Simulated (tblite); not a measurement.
Species: C5H11BO2.
SMILES with atom numbers: `[BH2:1][C@H:2]1[O:3][CH2:4][C@@H:5]([CH3:6])[CH2:7][O:8]1` (hydrogens: H9, H10 on B1; H11 on C2; H12, H13 on C4; H14 on C5; H15, H16, H17 on C6; H18, H19 on C7)

Computed with GFN2-xTB (tblite), gas phase: L-BFGS steps from a force-field or distance-geometry start until the largest atomic force falls under 0.01 eV/Å.

Step 27: E = -698.4372 eV
```
atom  x, y, z in Å  |  force x, y, z in eV/Å
B1      2.7240    1.1705   -0.0904    0.030   0.017   0.007
C2      1.4705    0.2043   -0.0337    0.025  -0.031  -0.030
O3      0.7028    0.3034    1.1424    0.018  -0.010  -0.035
C4     -0.2806   -0.7078    1.2044    0.004   0.010  -0.017
C5     -1.2295   -0.6140    0.0024    0.014   0.005   0.011
C6     -2.0284    0.6840    0.0618   -0.020  -0.044  -0.004
C7     -0.3483   -0.6584   -1.2534    0.006   0.002   0.024
O8      0.6777    0.3101   -1.1960   -0.015   0.025   0.030
H9      3.2847    1.2383   -1.1074   -0.006   0.046  -0.006
H10     3.0834    1.7206    0.8679    0.000  -0.031   0.033
H11     1.9359   -0.8231   -0.0324   -0.009  -0.017  -0.026
H12    -0.8124   -0.5622    2.1465    0.006   0.018  -0.002
H13     0.2091   -1.6973    1.2152   -0.018  -0.004   0.018
H14    -1.9052   -1.4763    0.0008    0.029   0.031   0.002
H15    -1.3520    1.5370    0.0683   -0.021  -0.059  -0.014
H16    -2.6854    0.7586   -0.8015   -0.014   0.038   0.010
H17    -2.6282    0.7065    0.9686   -0.030   0.038  -0.011
H18    -0.9235   -0.4221   -2.1517    0.008  -0.032   0.012
H19     0.0955   -1.6630   -1.3598   -0.009  -0.004   0.000
```

Step 28: E = -698.4379 eV
```
atom  x, y, z in Å  |  force x, y, z in eV/Å
B1      2.7239    1.1717   -0.0900    0.001  -0.006   0.004
C2      1.4698    0.2068   -0.0335   -0.007  -0.029  -0.019
O3      0.7006    0.3052    1.1418    0.019  -0.014  -0.007
C4     -0.2815   -0.7078    1.2050    0.016   0.014  -0.013
C5     -1.2297   -0.6138    0.0026    0.017  -0.008   0.003
C6     -2.0272    0.6842    0.0606   -0.018  -0.030   0.001
C7     -0.3482   -0.6600   -1.2531    0.013   0.004   0.022
O8      0.6763    0.3108   -1.1952   -0.018   0.011   0.004
H9      3.2725    1.2483   -1.1121    0.014   0.054  -0.018
H10     3.0924    1.7073    0.8721    0.011  -0.018   0.044
H11     1.9359   -0.8197   -0.0307    0.002  -0.027  -0.031
H12    -0.8132   -0.5636    2.1486    0.024   0.015  -0.036
H13     0.2101   -1.6971    1.2138   -0.027   0.012   0.025
H14    -1.9069   -1.4740    0.0012    0.021   0.006   0.001
H15    -1.3499    1.5359    0.0672   -0.014  -0.044  -0.013
H16    -2.6824    0.7590   -0.8037   -0.026   0.039   0.008
H17    -2.6266    0.7075    0.9674   -0.041   0.041  -0.011
H18    -0.9226   -0.4267   -2.1537    0.021  -0.033   0.039
H19     0.0969   -1.6649   -1.3564   -0.011   0.014  -0.001
```

Step 29: E = -698.4388 eV
```
atom  x, y, z in Å  |  force x, y, z in eV/Å
B1      2.7241    1.1727   -0.0896   -0.026  -0.027  -0.002
C2      1.4694    0.2084   -0.0341   -0.029  -0.019  -0.004
O3      0.6995    0.3064    1.1408    0.024  -0.016   0.022
C4     -0.2820   -0.7075    1.2054    0.025   0.014  -0.006
C5     -1.2295   -0.6134    0.0030    0.009  -0.018  -0.005
C6     -2.0266    0.6837    0.0594   -0.018  -0.005   0.004
C7     -0.3478   -0.6612   -1.2523    0.016   0.004   0.015
O8      0.6746    0.3121   -1.1943   -0.014  -0.005  -0.024
H9      3.2609    1.2596   -1.1164    0.031   0.062  -0.023
H10     3.1004    1.6934    0.8769    0.021  -0.008   0.049
H11     1.9356   -0.8176   -0.0305    0.012  -0.035  -0.038
H12    -0.8133   -0.5639    2.1504    0.036   0.015  -0.061
H13     0.2102   -1.6968    1.2132   -0.030   0.020   0.030
H14    -1.9081   -1.4711    0.0018    0.009  -0.030   0.002
H15    -1.3487    1.5342    0.0658    0.000  -0.021  -0.011
H16    -2.6799    0.7598   -0.8058   -0.037   0.033   0.004
H17    -2.6259    0.7089    0.9659   -0.048   0.037  -0.009
H18    -0.9213   -0.4319   -2.1551    0.025  -0.028   0.057
H19     0.0983   -1.6664   -1.3530   -0.005   0.027   0.001
```

Step 30: E = -698.4400 eV
```
atom  x, y, z in Å  |  force x, y, z in eV/Å
B1      2.7241    1.1733   -0.0890   -0.041  -0.040  -0.007
C2      1.4690    0.2094   -0.0356   -0.039  -0.002   0.012
O3      0.6996    0.3071    1.1397    0.030  -0.016   0.049
C4     -0.2820   -0.7065    1.2060    0.028   0.012   0.002
C5     -1.2287   -0.6127    0.0037   -0.012  -0.024  -0.012
C6     -2.0263    0.6828    0.0578   -0.018   0.032   0.006
C7     -0.3468   -0.6625   -1.2509    0.012   0.000   0.006
O8      0.6722    0.3142   -1.1936   -0.005  -0.025  -0.048
H9      3.2467    1.2767   -1.1217    0.042   0.068  -0.011
H10     3.1097    1.6739    0.8845    0.028  -0.005   0.036
H11     1.9351   -0.8164   -0.0325    0.018  -0.040  -0.043
H12    -0.8123   -0.5629    2.1520    0.040   0.018  -0.075
H13     0.2094   -1.6963    1.2139   -0.026   0.021   0.031
H14    -1.9092   -1.4673    0.0029   -0.004  -0.079   0.003
H15    -1.3480    1.5318    0.0636    0.019   0.014  -0.006
H16    -2.6774    0.7608   -0.8086   -0.047   0.019   0.001
H17    -2.6261    0.7111    0.9639   -0.053   0.028  -0.010
H18    -0.9192   -0.4396   -2.1560    0.019  -0.014   0.063
H19     0.1003   -1.6676   -1.3483    0.009   0.031   0.005
```

**Question.** Estimate the geometry and energy of step 31. (The exact step hangs on the optimiser's Hessian estimate; all steps are aligned on step 30, rigid shifts and turns removed.)

**Answer.** E = -698.4417 eV, largest force 0.128 eV/Å
```
atom  x, y, z in Å  |  force x, y, z in eV/Å
B1      2.7246    1.1724   -0.0883   -0.055  -0.050  -0.020
C2      1.4700    0.2074   -0.0393   -0.027   0.018   0.021
O3      0.7043    0.3052    1.1383    0.031  -0.011   0.058
C4     -0.2806   -0.7043    1.2071    0.019   0.005   0.001
C5     -1.2269   -0.6112    0.0049   -0.043  -0.025  -0.015
C6     -2.0276    0.6816    0.0564   -0.015   0.068   0.005
C7     -0.3453   -0.6624   -1.2492   -0.003  -0.010  -0.004
O8      0.6700    0.3175   -1.1940    0.006  -0.045  -0.055
H9      3.2362    1.2970   -1.1241    0.049   0.068  -0.003
H10     3.1134    1.6533    0.8933    0.045   0.007   0.037
H11     1.9334   -0.8196   -0.0406    0.019  -0.034  -0.042
H12    -0.8091   -0.5570    2.1531    0.027   0.023  -0.067
H13     0.2060   -1.6959    1.2176   -0.012   0.009   0.027
H14    -1.9090   -1.4631    0.0047   -0.010  -0.128   0.004
H15    -1.3502    1.5299    0.0609    0.042   0.054   0.001
H16    -2.6765    0.7606   -0.8115   -0.053   0.001   0.003
H17    -2.6286    0.7129    0.9617   -0.051   0.016  -0.015
H18    -0.9169   -0.4481   -2.1561   -0.002   0.011   0.051
H19     0.1030   -1.6669   -1.3432    0.031   0.022   0.013
```

The energy changes by -0.0017 eV. The first-order estimate −F·Δx gives -0.0023 eV and the mean of the old and new forces, exact on a quadratic surface, -0.0017 eV. The step makes an angle of 75° with the force vector and moves no atom by more than 0.023 Å.

The cost below is that of the whole relaxation. Time: 0.86 s of wall time. Hardware: Intel Xeon at 2.70 GHz, one thread, no GPU, on a shared host.
